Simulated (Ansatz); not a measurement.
Correlation energies of CH5InSi by basis set

```xyz
8

C    -0.434    0.399    0.816
Si   -0.829   -0.052   -0.818
In    1.766   -0.703   -0.634
H    -0.533   -0.289    1.649
H    -0.072    1.387    1.075
H    -0.942    0.971   -1.880
H    -1.567   -1.302   -1.102
H     2.610   -0.411    0.895
```

Charge 0, multiplicity 1. Correlated methods include outer-core shells of In, which these sets cover unevenly. In takes the def2 core potential. The bonds changed during the relaxation, so this is another structure than the one it started from. The structure was optimised at the PBE0-D4/def2-TZVP level. Frozen core, restricted reference, Ansatz 0.2.0.

```csv
basis,HF (Eh),MP2 corr.
def2-SVP,-518.70701,-0.33163
def2-TZVPP,-518.86216,-0.59399
def2-QZVPP,-518.87414,-0.80260
```

Q: Estimate the CCSD correlation energy and the (T) correction in each basis where they were run (hartree).

A: 
| basis | CCSD corr. | (T) |
| --- | --- | --- |
| def2-SVP | -0.37737 | -0.01560 |
| def2-TZVPP | -0.61895 | -0.02569 |
